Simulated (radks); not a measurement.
Question: Radial electron density D(r) = 4 pi r^2 rho(r) of an atom or ion with 28 electrons. All-electron calculation, non-relativistic Kohn-Sham, r2SCAN, spin-polarised, spherical densities, point nucleus; meta-GGA in the generalised Kohn-Sham scheme. Program: a radial shooting solver on a logarithmic mesh with Libxc functionals.

| r (bohr) | D(r) (e/bohr) |
|---|---|
| 0.002935 | 1.840 |
| 0.003731 | 2.830 |
| 0.004743 | 4.295 |
| 0.006029 | 6.410 |
| 0.007604 | 9.249 |
| 0.009666 | 13.16 |
| 0.01229 | 18.09 |
| 0.01562 | 23.82 |
| 0.0197 | 29.53 |
| 0.02504 | 34.55 |
| 0.03184 | 37.34 |
| 0.04047 | 36.99 |
| 0.05104 | 34.08 |
| 0.06489 | 30.83 |
| 0.08249 | 30.80 |
| 0.1049 | 35.56 |
| 0.1322 | 41.71 |
| 0.1681 | 43.13 |
| 0.2137 | 36.07 |
| 0.2717 | 25.63 |
| 0.3426 | 21.09 |
| 0.4356 | 24.01 |
| 0.5537 | 26.77 |
| 0.7039 | 22.78 |
| 0.8877 | 14.63 |
| 1.128 | 7.040 |
| 1.435 | 2.645 |
| 1.824 | 0.7808 |
| 2.3 | 0.1790 |
| 2.924 | 0.02503 |

What is the nuclear charge?

Answer: Z = 31. The innermost maximum, from 1s, lies near 1/Z = 0.0323 bohr (found: 0.0350), and its height grows with Z. The density is that of the gallium ion Ga3+ in [Ar] 3d10; the configuration itself is not fixed sharply by these data, and Z only to about a unit. D(r) has 3 maxima, at r = 0.0350, 0.156, 0.549 bohr, and minima at 0.0737, 0.345 bohr, inside which lie 2.10, 10.97 electrons.
